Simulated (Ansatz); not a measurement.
Consider the redistribution: `N[SiH2][SiH2]CO` + `N[SiH](F)Br` → `N[SiH2][SiH](F)Br` + `N[SiH2]CO`.

Gas-phase electronic energies from Ansatz, PBE0-D4/def2-TZVP geometries. CBS: MP2 limit from def2 TZ/QZ plus the TZ coupled-cluster correction, frozen cores. DFT in def2-TZVPP. B3LYP here is the variant with VWN-RPA as its local correlation; programs differ in this. For Br outer-core shells are correlated without core-valence functions, which leaves a few kJ/mol of doubt a bond. Scalar relativity is left out up to krypton. Each species was taken in one conformer, which may not be the lowest.

`N[SiH2][SiH2]CO`:

Z-matrix (Å, degrees):
```
Si
Si 1 2.352
N 1 1.729 2 115.5
H 1 1.487 2 109.2 3 120.5
H 1 1.490 2 107.7 3 -121.0
C 2 1.902 1 112.3 3 175.2
H 2 1.495 1 110.5 3 52.6
H 2 1.497 1 110.0 3 -65.3
H 3 1.008 1 119.2 2 -62.1
H 3 1.008 1 118.5 2 77.2
O 6 1.423 2 112.0 1 59.3
H 6 1.093 2 109.5 1 -58.3
H 6 1.099 2 111.0 1 -175.3
H 11 0.960 6 108.4 2 59.9
```

`N[SiH](F)Br`:

```xyz
7

N     0.469    0.455    0.861
Si   -0.355   -0.324   -0.385
F    -1.467    0.564   -1.104
Br    1.108   -0.839   -1.954
H     1.235    1.085    0.689
H     0.059    0.578    1.771
H    -1.049   -1.519    0.122
```

`N[SiH2][SiH](F)Br`:

```xyz
10

N     1.024    1.172    0.789
Si    0.932   -0.257   -0.150
Si   -1.334   -0.587   -0.643
F    -1.866    0.437   -1.748
Br   -2.456   -0.185    1.240
H     1.900    1.647    0.930
H     0.395    1.310    1.564
H     1.732   -0.068   -1.388
H     1.399   -1.524    0.494
H    -1.726   -1.946   -1.088
```

`N[SiH2]CO`:

```xyz
11

N     1.023   -0.129    1.177
Si    0.034    0.875    0.168
C    -0.960   -0.331   -0.884
O    -0.116   -1.371   -1.351
H     1.966    0.162    1.375
H     0.621   -0.578    1.986
H     0.978    1.675   -0.654
H    -0.882    1.794    0.907
H    -1.809   -0.735   -0.311
H    -1.390    0.172   -1.756
H     0.536   -1.536   -0.658
```

```
             level  ΔE (kJ/mol)  difference from CCSD(T)/CBS
            PBE-D4         16.4                         -1.9
          B3LYP-D4         15.6                         -2.7
           ωB97X-V         17.4                         -0.9
            B2PLYP         18.5                          0.2
            r2SCAN         19.7                          1.4
     HF/def2-TZVPP         21.7                          3.4
   CCSD/def2-TZVPP         20.4                          2.1
CCSD(T)/def2-TZVPP         20.1                          1.8
      HF/CBS(def2)         21.9                          3.6
    CCSD/CBS(def2)         18.7                          0.4
       CCSD(T)/CBS         18.3                            0
```

Largest T1 diagnostic among the species: 0.012.
